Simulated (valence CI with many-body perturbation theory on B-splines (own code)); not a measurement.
# Level structure of W⁵²⁺

Calculated by configuration interaction combined with many-body perturbation theory (CI+MBPT): four valence electrons over a frozen Dirac-Fock core [Ar], a basis of 9 s, 9 p, 10 d, 8 f, 5 g, 3 h, 1 i functions for each j, with the one-electron correlation potential Σ1 (screened to all orders), the two-electron term Σ2, the three-electron term Σ3, Breit, model QED; selected single and double excitations, second order for the rest (own B-spline code, finite nucleus).

No measured spectrum was set against this ion. As an estimate, large intervals hold to a few tenths of a per cent, small ones and those within an open d or f shell to about a per cent. The list stops below the first excitations out of the core. Only levels of the ground parity were solved; by the run's estimate the other parity begins above the list, which can be wrong where configurations are misplaced.

Levels 1 to 27 of 27, with energies above the lowest level, (3d3/2^4) J=0. "Leading %" is the weight of the configuration and term that name the level; weights of strongly mixed levels are sums over their largest components and can fall short. In the jj column 3d3/2^4 stands for four electrons in 3d with j = 3/2. Lifetimes count E1, E2, E3, M1 and M2 decay at the calculated energies, and are blank where another channel may lead or the interval is too uncertain; long ones can be off by a factor of two.

```
No.  Configuration  Term  J  E (cm⁻¹)  Leading %  Second component  Lifetime               Leading jj
  1            3d⁴    ³P  0         0         60       25 % 3d⁴ ⁵D                     3d3/2^4 (99 %)
  2            3d⁴    ⁵D  1    516910         57       43 % 3d⁴ ³P    298 ns     3d3/2^3 3d5/2 (99 %)
  3            3d⁴    ³F  4    612740         28       24 % 3d⁴ ¹G               3d3/2^3 3d5/2 (99 %)
  4            3d⁴    ⁵D  2    638210         33       18 % 3d⁴ ³D   37.9 μs     3d3/2^3 3d5/2 (95 %)
  5            3d⁴    ³F  3    665550         31       20 % 3d⁴ ³G               3d3/2^3 3d5/2 (96 %)
  6            3d⁴    ⁵D  0   1103700         67       23 % 3d⁴ ¹S    122 ns   3d3/2^2 3d5/2^2 (98 %)
  7            3d⁴    ⁵D  2   1108200         54       15 % 3d⁴ ³F    171 ns   3d3/2^2 3d5/2^2 (96 %)
  8            3d⁴    ³H  4   1126400         40       35 % 3d⁴ ⁵D    292 ns   3d3/2^2 3d5/2^2 (98 %)
  9            3d⁴    ⁵D  3   1142900         49       31 % 3d⁴ ³G    299 ns   3d3/2^2 3d5/2^2 (95 %)
 10            3d⁴    ³H  5   1172100         66       34 % 3d⁴ ³G    599 ns  3d3/2^2 3d5/2^2 (100 %)
 11            3d⁴    ¹I  6   1194800         53       47 % 3d⁴ ³H            3d3/2^2 3d5/2^2 (100 %)
 12            3d⁴    ³D  1   1214400         42       40 % 3d⁴ ³P    299 ns   3d3/2^2 3d5/2^2 (97 %)
 13            3d⁴    ³F  3   1239200         45       23 % 3d⁴ ³D    437 ns   3d3/2^2 3d5/2^2 (98 %)
 14            3d⁴    ³G  4   1242200         54       40 % 3d⁴ ¹G   1.54 μs   3d3/2^2 3d5/2^2 (99 %)
 15            3d⁴    ³F  2   1258100         32       30 % 3d⁴ ³D    991 ns   3d3/2^2 3d5/2^2 (98 %)
 16            3d⁴    ³F  2   1360100         52       28 % 3d⁴ ³P    237 ns   3d3/2^2 3d5/2^2 (97 %)
 17            3d⁴    ³F  4   1403300         66       28 % 3d⁴ ¹G    851 ns   3d3/2^2 3d5/2^2 (98 %)
 18            3d⁴    ¹D  2   1505600         43       31 % 3d⁴ ³P   3.66 μs   3d3/2^2 3d5/2^2 (95 %)
 19            3d⁴    ³P  0   1633700         55       45 % 3d⁴ ¹S    667 ns   3d3/2^2 3d5/2^2 (86 %)
 20            3d⁴    ⁵D  4   1715900         39       24 % 3d⁴ ³H    138 ns     3d3/2 3d5/2^3 (97 %)
 21            3d⁴    ³F  3   1727100         42       31 % 3d⁴ ⁵D    124 ns     3d3/2 3d5/2^3 (98 %)
 22            3d⁴    ³D  1   1768900         48       29 % 3d⁴ ³P   99.6 ns     3d3/2 3d5/2^3 (98 %)
 23            3d⁴    ³G  5   1774600         66       34 % 3d⁴ ³H    250 ns    3d3/2 3d5/2^3 (100 %)
 24            3d⁴    ³H  6   1779000         53       47 % 3d⁴ ¹I    301 ns    3d3/2 3d5/2^3 (100 %)
 25            3d⁴    ³F  2   1842800         46       38 % 3d⁴ ³P    155 ns     3d3/2 3d5/2^3 (96 %)
 26            3d⁴    ³D  3   1858700         37       32 % 3d⁴ ¹F    213 ns     3d3/2 3d5/2^3 (99 %)
 27            3d⁴    ¹S  0   1923600         75       20 % 3d⁴ ³P    283 ns     3d3/2 3d5/2^3 (82 %)
```

The ionisation energy to 3d³ ⁴F3/2 of the next ion comes out as 4920.7 eV (NIST: 4927 ± 4 eV (semi-empirical)). All 27 levels together are meant to be complete up to 1940500 cm⁻¹.
